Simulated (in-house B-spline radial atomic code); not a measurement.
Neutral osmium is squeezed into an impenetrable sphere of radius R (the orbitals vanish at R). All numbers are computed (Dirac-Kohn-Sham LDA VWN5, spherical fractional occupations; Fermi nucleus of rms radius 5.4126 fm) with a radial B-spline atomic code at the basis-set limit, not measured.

Energies in eV above the free atom in [Xe] 4f14 5d6 6s2:

```tsv
R (bohr)	highest level (eV)	[Xe] 4f14 5d6 6s2	[Xe] 4f14 5d6 5f1 6s1	[Kr] 4d10 4f14 5s2 5p5 5d6 5f1 6s2
9.81	-6.05	0.00564	11.88	59.9
6.08	-5.24	0.8005	18.41	66.1
5.36	-4.41	2.089	21.92	69.52
4.12	0.598	11.63	36.66	84.88
3.89	2.71	16.26	42.4	91.17
2.82	29.5	90.07	118.3	179.5
2.55	47.3	148	173.3	244.9
2.29	75.3	248.4	266.5	355.5
1.88	164	621.7	608.6	755.3
1.58	309	1348	1275	1514
```

Task: Does [Xe] 4f14 5d6 5f1 6s1 fall below [Xe] 4f14 5d6 6s2 under compression?

Result: Yes, between R = 2.29 and 1.88 bohr the order changes (near 2.05 bohr by linear interpolation).

Task: Does [Kr] 4d10 4f14 5s2 5p5 5d6 5f1 6s2 fall below [Xe] 4f14 5d6 6s2 under compression?

Result: No, it stays above over the whole range.

The highest level is first positive in the row R = 4.12 bohr, pushed up by confinement above the zero of the free ion's potential. Each configuration is held fixed and needn't be the lowest in the sphere.
